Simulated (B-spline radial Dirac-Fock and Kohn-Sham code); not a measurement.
## f′ and f″ of Br, 8.0478 keV to 76.12 keV

Method: the dispersion relation over Dirac-Hartree-Slater subshell photoionisation cross sections, with the Kissel-Pratt high-energy constant (isolated atom, no bound-bound lines or fine structure). Computed with an atomic code on a B-spline grid. The forward scattering factor is f₀ + f′ + i f″.

The run's input, task.json:

```json
{"items": [{
  "Z": 35,
  "q": 0,
  "cfg": [[1, 0, 2], [2, 0, 2], [2, 1, 6], [3, 0, 2], [3, 1, 6], [3, 2, 10], [4, 0, 2], [4, 1, 5]],
  "A": 79,
  "rrms": 4.1629,
  "do": "dispersion",
  "hv": [513.9, 783.6, 811.5, 943.0, 1000.0, 1003.0, 1155.0, 1253.6, 1486.9, 1512.0, 2000.0, 2640.0, 2984.4, 3869.0, 4000.0, 4018.0, 4510.9, 5414.7, 6000.0, 6305.0, 6403.9, 6930.3, 6970.0, 8047.8, 9251.7, 11060.0, 12000.0, 13940.0, 15000.0, 17479.3, 18420.0, 20750.0, 22162.9, 22690.0, 24209.8, 26160.0, 30000.0, 33940.0, 36380.0, 40000.0, 45160.0, 50340.0, 56620.0, 76120.0],
  "edges": {"K": 13474.0, "L1": 1782.0, "L2": 1596.0, "L3": 1550.0, "M1": 257.0, "M2": 189.0, "M3": 182.0, "M4": 70.0, "M5": 69.0}
}]}
```

Run with: `python xray2_run.py task.json out`

Edges near this range: K 13474.0 eV.

```csv
hν (eV),λ (Å),f′ (e),f″ (e),tabulated f′,tabulated f″
8047.8,1.541,-0.653,1.323,-0.66,1.28
9251.7,1.340,-0.920,1.032,-0.93,0.99
11060,1.121,-1.423,0.748,-1.43,0.70
12000,1.033,-1.843,0.645,-1.87,0.60
13940,0.8894,-2.563,3.577,-2.53,3.55
15000,0.8266,-1.230,3.184,-1.21,3.11
17479.3,0.7093,-0.273,2.480,-0.27,2.45
18420,0.6731,-0.110,2.273,-0.11,2.24
20750,0.5975,0.122,1.858,0.12,1.83
22162.9,0.5594,?,?,?,?
22690,0.5464,0.216,1.594,0.21,1.57
24209.8,0.5121,0.257,1.424,0.25,1.41
26160,0.4739,0.284,1.242,0.28,1.23
30000,0.4133,0.293,0.973,0.29,0.96
33940,0.3653,0.276,0.777,0.27,0.76
36380,0.3408,0.260,0.684,0.25,0.67
40000,0.3100,0.234,0.573,0.23,0.56
45160,0.2745,0.196,0.456,0.19,0.45
50340,0.2463,0.162,0.371,0.16,0.36
56620,0.2190,0.126,0.296,0.12,0.29
76120,0.1629,0.045,0.166,0.04,0.16
```

Question: What are f′ and f″ at Ag Kα (22162.9 eV)?

Answer: f′ = 0.196 and f″ = 1.660 electrons (tables: 0.19 and 1.64). By the optical theorem f″ corresponds to a photoabsorption cross section 2 rₑ λ f″ = 5230 b.

Tabulated f′: xraylib 4.2 anomalous scattering factors (Cullen et al., EPDL97); f″: Chantler's tables (J. Phys. Chem. Ref. Data 1995 and 2000). Both are theoretical tables.
